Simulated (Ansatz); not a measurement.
`B/C=C/CCl` + H₂O → `B/C=C/CO` + HCl  (formal hydrolysis of a C–Cl bond)

Calculated with Ansatz (gas phase, PBE0-D4/def2-TZVP geometries, no zero-point term in ΔE). CCSD(T)/CBS is the MP2 limit (def2-TZVPP, def2-QZVPP) plus CCSD(T) − MP2 in def2-TZVPP, frozen cores. This one scheme is used for every species. Double bonds are as drawn, so ΔE can hold a change between cis and trans. One conformer a species, not always the lowest.

```tsv
species	CCSD(T)/CBS(def2) energy (Eh)
`B/C=C/CCl`	-602.30248
H₂O	-76.37941
`B/C=C/CO`	-218.28965
HCl	-460.38127
```

Q: Work out ΔE.

A: ΔE = (-218.28965) + (-460.38127) − (-602.30248) − (-76.37941) = 0.01097 Eh = +6.9 kcal/mol.

Largest T1 diagnostic among the species: 0.011.

At CCSD(T), def2-SVP lies −5.9 kcal/mol from the extrapolated value and def2-TZVPP −1.5 kcal/mol. In def2-TZVPP, CCSD(T) changes the Hartree–Fock value by +1.7 kcal/mol (the triples alone add +0.4 kcal/mol) and MP2 by +3.4 kcal/mol.
